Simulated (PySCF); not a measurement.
Al(H)(NH2)2 (AlH5N2), SMILES [NH2][AlH][NH2].

The structure is a stationary point at B3LYP-D3(BJ)/def2-TZVP. The values are those of a single conformer.

Level of theory: PBE0/def2-TZVPD (PySCF).

```yaml
total_energy: -354.82396 hartree
point_group: C2v
highest_occupied_level: -7.00 eV
lowest_empty_level: -0.15 eV
orbital_gap: 6.84 eV
dipole_moment: 0.229 e·Å
quadrupole, principal values (traceless, Buckingham form, about the centre of nuclear charge): -3.87, -0.82, 4.69 D·Å
mean_static_polarisability: 46.4 bohr³ (6.87 Å³)
polarisability_principal_values: 42.7, 45.7, 50.7 bohr³
```
